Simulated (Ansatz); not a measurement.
Cl3Y, SMILES [Cl][Y+]([Cl])[Cl] (connectivity only; charge and spin as stated), charge +1, multiplicity 2. Atoms are numbered in the order given.

```xyz
4

Y      0.0000     0.0000    -0.5617
Cl     1.8773     1.0839     0.5601
Cl    -1.8773     1.0838     0.5601
Cl     0.0000    -2.1677     0.5601
```
Charge +1, spin multiplicity 2.

Coordinates come from a PBE0-D3(BJ)/def2-SVP optimisation. The spin state was assumed, not searched. The def2 effective core potentials stand for the cores of Y; spin–orbit coupling is left out.

Two levels are set side by side: PBE-D3(BJ)/def2-SVP (Ansatz, a program for electronic structure) and PBE0-D3(BJ)/def2-SVP (Ansatz). Each level has its own optimised geometry; the coordinates shown are those of the second. Differences are taken from unrounded values.

```tsv
quantity	PBE0-D3(BJ)
mean bond length (Å)	2.441
bond Y1–Cl2 (Å)	2.441
bond Y1–Cl3 (Å)	2.441
bond Y1–Cl4 (Å)	2.441
```

Q: What does PBE-D3(BJ) give, and how far is it from PBE0-D3(BJ)? (The exact figures need the calculation; the answer reports its results.)

A: 
```csv
quantity,PBE-D3(BJ),PBE-D3(BJ) minus PBE0-D3(BJ)
mean bond length (Å),2.466,0.025
bond Y1–Cl2 (Å),2.518,0.077
bond Y1–Cl3 (Å),2.518,0.077
bond Y1–Cl4 (Å),2.362,-0.079
```

GGA bonds tend to be longer and softer than those of functionals with exact exchange. Differences between two approximate levels are no errors against the true value.
